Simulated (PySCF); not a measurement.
Compound: In(NMe2)3, C₆H₁₈InN₃.
Geometry (PBE0-D3(BJ)/def2-SVP, Å), atoms numbered from 1 in this order:
```
atom  x, y, z in Å
In1    0.0026    0.0011    0.0086
N2     2.0327   -0.0003    0.0070
C3     2.8188    1.1521    0.3426
C4     2.8133   -1.1443   -0.3674
H5     3.5084    0.9538    1.1910
H6     2.1828    2.0006    0.6388
H7     3.4527    1.4954   -0.5035
H8     2.1725   -2.0008   -0.6285
H9     3.4582   -0.9429   -1.2505
H10    3.4926   -1.4777    0.4466
N11   -1.0151    1.7540   -0.1160
C12   -2.3802    1.8953    0.3030
C13   -0.4636    2.9433   -0.6989
H14   -2.5020    2.7035    1.0556
H15   -2.7574    0.9694    0.7639
H16   -3.0615    2.1455   -0.5390
H17    0.5779    2.7881   -1.0212
H18   -1.0320    3.2772   -1.5940
H19   -0.4646    3.7993    0.0097
N20   -1.0094   -1.7548    0.1429
C21   -0.4475   -2.9399    0.7247
C22   -2.3680   -1.9114   -0.2900
H23   -1.0161   -3.2817    1.6163
H24    0.5910   -2.7744    1.0514
H25   -0.4357   -3.7940    0.0138
H26   -2.7550   -0.9863   -0.7447
H27   -2.4729   -2.7135   -1.0517
H28   -3.0527   -2.1796    0.5439
```

Computed, not measured: PySCF 2.14.0, PBE0-D3(BJ)/def2-SVP geometry optimisation, gas phase, def2 core potentials past Kr.

Q: Which atoms are bound to In1, and at what distances?

A: 3 atoms: N2 2.030 Å, N11 2.031 Å, N20 2.031 Å. The nearest atom not counted as bound is H8, at 3.02 Å (others tie with it).

Q: List the angles at In1.

A: 
```tsv
angle	degrees	distance of the outer atoms (Å)
N2–In1–N11	120.1	3.52
N11–In1–N20	120.0	3.52
N2–In1–N20	119.8	3.51
```

Q: What is the shape at In1?

A: Planar: angles 120.1°, 120.0° and 119.8°, sum 360.0°, 0.00 Å off the plane of its three neighbours.

Q: What are the other bond lengths?

A: N2–C3 and 5 like bonds 1.435 Å. (A selection.)

Q: Give some angles away from the centre.

A: In1–N2–C3 123.2°, C3–N2–C4 113.8°.

Point group: near D3, missed by 0.10 Å at most; the miss may be what the optimiser left on a soft mode (C2 holds within 0.08 Å). Charge 0, singlet. Stationary, but not proved a minimum.

The run took 8.6 min wall, 20 min CPU on 2 threads, Intel Xeon Platinum 8488C (x86_64), shared host, and the process peaked at 1.4 GiB of memory. That covers the optimisation of the geometry.
